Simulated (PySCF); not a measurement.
C₅H₇O, multiplicity 2. Atoms are numbered in the order given.

```xyz
13

O      0.8382     1.8493     0.4991
C      0.3815     0.7875     0.1636
C      1.1524    -0.5352     0.1144
C      0.1159    -1.5603    -0.1999
C     -1.2697    -0.9786    -0.2407
C     -1.0582     0.5434    -0.2903
H      1.6737    -0.6885     1.0796
H      1.9573    -0.4569    -0.6426
H      0.3208    -2.6297    -0.2862
H     -1.8419    -1.2648     0.6653
H     -1.8589    -1.3575    -1.0936
H     -1.1342     0.9292    -1.3218
H     -1.7536     1.1338     0.3237
```
Charge 0, spin multiplicity 2.

Geometry: ωB97X-D3(BJ)/def2-SVP. The isomer is the one that the SMILES or the coordinates give; other isomers of the formula were not compared. The values are those of a single conformer.

Level of theory: PySCF with TDA-PBE/def2-SVPD.

Vertical excitations. The molecule is in vacuum.

Computed excitation energies, oscillator strengths and character:
| state | energy (eV) | λ (nm) | f | main pairs |
|---|---|---|---|---|
| root 1 | 2.73 | 453 | 0.002 | α HOMO→LUMO 100 % |
| root 2 | 3.09 | 401 | 0.000 | β HOMO→LUMO 99 % |
| root 3 | 3.59 | 345 | 0.000 | α HOMO−1→LUMO 56 %, β HOMO→LUMO+1 43 % |
| root 4 | 4.12 | 301 | 0.000 | α HOMO−1→LUMO 43 %, β HOMO→LUMO+1 57 % |
| root 5 | 4.42 | 281 | 0.001 | α HOMO→LUMO+1 100 % |
| root 6 | 5.21 | 238 | 0.000 | α HOMO→LUMO+2 99 % |
| root 7 | 5.29 | 235 | 0.002 | α HOMO→LUMO+3 99 % |
| root 8 | 5.60 | 221 | 0.002 | α HOMO−1→LUMO+1 90 %, β HOMO→LUMO+2 10 % |
| root 9 | 5.72 | 217 | 0.004 | α HOMO−1→LUMO+1 6 %, β HOMO→LUMO+2 63 %, β HOMO−1→LUMO 20 % |
| root 10 | 5.74 | 216 | 0.006 | α HOMO→LUMO+4 11 %, α HOMO−2→LUMO 10 %, β HOMO−1→LUMO 38 %, β HOMO→LUMO+2 27 %, β HOMO−1→LUMO+1 6 % |
Unrestricted roots are not spin-pure.
